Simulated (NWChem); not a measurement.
Molecule: C$_{3}$H$_{7}$FSi; SMILES C/C=C(/F)[SiH3]

```xyz
12

C      0.7125    -2.0928     0.0000
C     -0.5296    -1.2684     0.0000
C     -0.5662     0.0676     0.0000
F     -1.7686     0.6810     0.0000
Si     0.9066     1.2606     0.0000
H      1.6279    -1.4814     0.0000
H      0.7513    -2.7501     0.8844
H      0.7513    -2.7501    -0.8844
H     -1.4945    -1.7908     0.0000
H      1.7594     1.0528     1.2096
H      0.3698     2.6504     0.0000
H      1.7594     1.0528    -1.2096
```
Atoms are numbered in this order, from 1.

Program: NWChem. Medium grid unless said otherwise, to which SCAN and Minnesota functionals are sensitive. The geometry was optimised at PBE0/def2-SVP. No frequency run checked for a minimum.

**Question.** Among these, which level gives the highest value of “orbital gap (eV)”?
(A) PW91/def2-SVP
(B) PBE/def2-SVP
(C) M06-2X/def2-SVP
(D) B3LYP/def2-SVP

**Answer.** C, M06-2X/def2-SVP. Values: PBE/def2-SVP 4.79; PW91/def2-SVP 4.79; B3LYP/def2-SVP 6.52; M06-2X/def2-SVP 9.07
